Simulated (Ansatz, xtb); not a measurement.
**Two isomers of C6H6F2O**

We compare X, `FCC1=C[C@H](F)C=CO1`, a singlet, with Y, `FC(F)C1=COC=CC1`, a singlet. Both are isolated molecules in the gas phase, relaxed with PBE0-D3(BJ)/def2-SVP; the shapes shown needn't be the lowest conformers.

X (Å):

```xyz
15

C     1.4553   -0.1317    2.0296
C     0.3735   -0.5104    1.0680
C    -0.8357   -0.9756    1.4017
C    -1.8345   -1.3829    0.3772
C    -1.3500   -1.0140   -0.9821
C    -0.1153   -0.5468   -1.1926
F     1.0542   -0.3286    3.3155
F    -2.0343   -2.7663    0.4384
O     0.7768   -0.2925   -0.2071
H     1.7239    0.9299    1.8830
H     2.3553   -0.7385    1.8245
H    -1.0648   -1.0984    2.4607
H    -2.8271   -0.9453    0.5850
H    -2.0038   -1.1753   -1.8410
H     0.2949   -0.3014   -2.1732
```

Y (Å):

```xyz
15

C     0.7325    1.8491    0.9607
C     0.3681    0.7783   -0.0027
C    -0.4607   -0.1986    0.3844
C    -0.3802   -1.2457   -1.6725
C     0.4503   -0.3342   -2.1796
C     0.9505    0.8360   -1.3875
F     0.3754    3.0657    0.4747
F     2.0780    1.8891    1.1384
O    -0.8650   -1.2224   -0.3952
H     0.2569    1.7181    1.9485
H    -0.8951   -0.2596    1.3851
H    -0.7616   -2.1070   -2.2219
H     0.7711   -0.4581   -3.2160
H     0.6792    1.7928   -1.8711
H     2.0549    0.8400   -1.3322
```

Quicker runs give these differences E(Y) − E(X): GFN2-xTB −1.3 kcal/mol; HF/STO-3G −6.3 kcal/mol (at GFN2-xTB geometries); r2SCAN-D4/def2-SVP −6.5 kcal/mol (at GFN2-xTB geometries).

**Question.** Estimate E(Y) − E(X) at the level CCSD(T)/def2-SVP + ΔMP2/def2-TZVPP.

**Answer.** Calculated at CCSD(T)/def2-SVP + ΔMP2/def2-TZVPP: E(Y) − E(X) = −5.1 kcal/mol, so structure Y lies lower.

How the difference moves with the method:

```json
{"level": "GFN2-xTB", "geometry": "GFN2-xTB", "E(Y) − E(X) (kcal/mol)": "−1.3", "departure from the last row (kcal/mol)": "+3.8", "job, with rough time for the two": "optimisation, 0.38 s"}
{"level": "HF/STO-3G", "geometry": "GFN2-xTB", "E(Y) − E(X) (kcal/mol)": "−6.3", "departure from the last row (kcal/mol)": "−1.3", "job, with rough time for the two": "single point, 0.52 s"}
{"level": "r2SCAN-D4/def2-SVP", "geometry": "GFN2-xTB", "E(Y) − E(X) (kcal/mol)": "−6.5", "departure from the last row (kcal/mol)": "−1.5", "job, with rough time for the two": "single point, 4.9 s"}
{"level": "PBE0-D3(BJ)/def2-SVP", "geometry": "PBE0-D3(BJ)/def2-SVP", "E(Y) − E(X) (kcal/mol)": "−6.7", "departure from the last row (kcal/mol)": "−1.6", "job, with rough time for the two": "optimisation, 42 s"}
{"level": "HF/def2-SVP", "geometry": "PBE0-D3(BJ)/def2-SVP", "E(Y) − E(X) (kcal/mol)": "−6.1", "departure from the last row (kcal/mol)": "−1.1", "job, with rough time for the two": "part of the CCSD(T) run"}
{"level": "MP2/def2-SVP", "geometry": "PBE0-D3(BJ)/def2-SVP", "E(Y) − E(X) (kcal/mol)": "−7.5", "departure from the last row (kcal/mol)": "−2.4", "job, with rough time for the two": "part of the CCSD(T) run"}
{"level": "CCSD(T)/def2-SVP", "geometry": "PBE0-D3(BJ)/def2-SVP", "E(Y) − E(X) (kcal/mol)": "−7.2", "departure from the last row (kcal/mol)": "−2.2", "job, with rough time for the two": "single point"}
{"level": "CCSD(T)/def2-SVP + ΔMP2/def2-TZVPP", "geometry": "PBE0-D3(BJ)/def2-SVP", "E(Y) − E(X) (kcal/mol)": "−5.1", "departure from the last row (kcal/mol)": "", "job, with rough time for the two": "single point, 2.9 min"}
```

As drawn, both hold the same kinds of bond in the same numbers.

The levels shown agree on the order. The largest departure from CCSD(T)/def2-SVP + ΔMP2/def2-TZVPP is that of GFN2-xTB, 3.8 kcal/mol. The last row adds to CCSD(T) the change of the MP2 difference between the two basis sets, here +2.2 kcal/mol.

With thermal terms from frequencies at re-optimised GFN2-xTB minima (ideal gas, soft modes damped towards free rotors, one conformer each, 298.15 K, 1 atm): on the last row, ΔE + ΔZPE = −4.8, ΔH = −4.9, ΔG = −4.6 kcal/mol.

The correlated steps freeze 9 core orbitals. Mirror images aren't counted in ΔG. Programs: Ansatz 0.2.0, xtb 6.7.1; the last row on 4 threads of Arm Neoverse V1 on a shared host.
